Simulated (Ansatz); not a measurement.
Frontier orbitals of `C[Si]1(N)BB1`.

| atom | x (Å) | y (Å) | z (Å) |
| --- | --- | --- | --- |
| C1 | 0.040 | -0.429 | -1.586 |
| Si2 | 0.000 | 0.063 | 0.215 |
| N3 | -0.708 | 1.605 | 0.225 |
| B4 | 0.631 | -1.622 | 1.278 |
| B5 | 0.592 | -0.388 | 2.073 |
| H6 | 0.634 | 0.296 | -2.150 |
| H7 | -0.974 | -0.427 | -1.996 |
| H8 | 0.473 | -1.417 | -1.726 |
| H9 | -0.854 | 2.140 | 1.064 |
| H10 | -0.984 | 2.087 | -0.613 |
| H11 | 0.757 | -2.475 | 0.470 |
| H12 | 0.394 | 0.566 | 2.746 |

Charge 0, multiplicity 1. The geometry is a stationary point of PBE0-D4/def2-TZVP. It is one conformer, not always the lowest. Basis def2-TZVPP, the Gaussian-basis code of Ansatz.

Orbital energies of one run (eV). Highest occupied ones, from the top: -5.20, -6.40, -7.65, -8.94, -9.37, -10.37, -10.79, -11.12, -12.52, -13.25, -14.97, -18.66, -22.81, -96.81. Empty: -1.59, -0.60, -0.28, 0.44, 1.17, 1.65.

**Question.** Which functional gave them?
A. r2SCAN
B. ωB97M-V
C. CAM-B3LYP
D. HSE06 (plane-wave form)

**Answer.** A. HOMO energies: r2SCAN -5.20, HSE06 -5.57, CAM-B3LYP -7.10, ωB97M-V -7.95 eV.
